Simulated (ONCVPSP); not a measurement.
**What one change does to a pseudopotential (Cr (Z = 24), ONCV)**

```
Element                 : Cr (Z = 24)
Generator               : ONCVPSP 4.0.1
Type                    : optimised norm-conserving Vanderbilt (ONCV)
Functional              : LDA (Perdew-Wang 92)
Relativity              : fully relativistic
Frozen core             : [Ne]
Valence charge          : 14
Reference configuration : 3s2 3p6 3d5 4s0.5 4p0.5
Partial waves           : 3s+4s: rc 1.40 bohr, ncon 3, nbas 7, qcut 8.2 1/bohr, 2 projectors; 3p+4p: rc 1.90 bohr, ncon 4, nbas 8, qcut 7.7 1/bohr, 2 projectors; 3d: rc 1.40 bohr, ncon 4, nbas 8, qcut 11 1/bohr, 3 projectors, debl 3.4 Ha
Local potential         : polynomial inside 1.00 bohr (lpopt 5, dvloc0 0 Ha)
Core correction         : none
```

Open shells are filled in proportion to 2j + 1.

All-electron outer shells of the reference configuration (LDA (PZ), scalar-relativistic, ld1.x):

```tsv
shell	level (eV)	outermost node (bohr)	outermost maximum (bohr)
2s	-666.15	0.09	0.24
2p	-560.99	–	0.20
3s	-74.29	0.36	0.78
3p	-46.08	0.33	0.80
4s	-4.71	1.12	2.71
3d	-3.84	–	0.84
4p	-1.51	1.25	3.80
```

Change: d: nproj 0; local potential the d channel.

Cutoffs: the cutoffs (Ha) at which the residual kinetic energy of the hardest occupied pseudo-wave falls to 1 and 0.1 mHa per electron; they do not see the model core or the augmentation charge, which bear on the density cutoff. Errors are all-electron minus pseudo energies relative to the spin-unpolarised reference configuration.

Task: What does the change do?

Result: The potential gets neither clearly harder nor softer (46 Ha and 52 Ha → 46 Ha and 52 Ha); a bound ghost appears in s, which as a rule spoils a file; of the 4 tests that both files solve, the error grows in 1 and shrinks in 1 by more than 15 % and 0.3 meV (median size 1.0 → 2.0 meV); the range in which the s phases agree narrows (upper end at the end of the scan → 2.1); the range in which the d5/2 phases agree narrows (upper end at the end of the scan → 1.7). In the separable form a ghost depends on how the local part lies against the semilocal potential of the channel, so the choice of the local part can create or remove one.

```tsv
quantity	base	changed
cutoff, loose	46 Ha	46 Ha
cutoff, tight	52 Ha	52 Ha
bound ghosts	none	s
GHOST(+) flags under 300 eV	none	none
error for 3s2 3p6 3d5 4s1 4p0, meV [ΔE -1.57 eV]	-0.1	0.0
error for 3s2 3p6 3d5 4s0 4p0, meV [ΔE 5.56 eV]	+1.1	+1.0
error for 3s2 3p6 3d4 4s0 4p0, meV [ΔE 21.90 eV]	+0.9	-11
error for 3s2 3p6 3d4 4s1 4p1, meV [ΔE 2.04 eV]	+5.7	-2.9
s: phases at 1.42 bohr within 0.05 rad from the reference energy up to (Ha; the scan ends near 5)	to the end of the scan	2.1
p3/2: phases at 1.93 bohr within 0.05 rad from the reference energy up to (Ha; the scan ends near 5)	to the end of the scan	to the end of the scan
p1/2: phases at 1.93 bohr within 0.05 rad from the reference energy up to (Ha; the scan ends near 5)	to the end of the scan	to the end of the scan
d5/2: phases at 1.42 bohr within 0.05 rad from the reference energy up to (Ha; the scan ends near 5)	to the end of the scan	1.7
d3/2: phases at 1.42 bohr within 0.05 rad from the reference energy up to (Ha; the scan ends near 5)	to the end of the scan	1.6
```

 A true bound ghost makes a file unfit for plane-wave use even where its test errors are small: the radial tests pick states by their node count and pass the ghost by.
